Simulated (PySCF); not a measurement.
TaOBr₂, SMILES [O]=[Ta]([Br])[Br] (connectivity only; charge and spin as stated), neutral, multiplicity 2.

Coordinates come from a PBE-D3(BJ)/def2-SVP optimisation. The spin state was assumed, not searched. The def2 effective core potentials stand for the cores of Ta; spin–orbit coupling is left out.

These are PySCF 2.14.0 with PBE-D3(BJ)/def2-SVP values and carry that method's errors.

Frequencies are harmonic and unscaled.

Estimate the vibrational spectrum. (An estimate is asked for; the answer gives what the named calculation found.)


```csv
mode,ν (cm⁻¹),IR (km/mol),moving atoms (share of kinetic energy)
1,33,9.3,"O 50 %, Ta 34 %, Br 16 %"
2,64,0.2,"Br 68 %, Ta 29 %"
3,182,0.8,"O 77 %, Br 23 %"
4,237,4.0,"Br 88 %, Ta 12 %"
5,300,47.8,"Ta 47 %, Br 42 %, O 12 %"
6,975,109.3,"O 92 %, Ta 8 %"
```
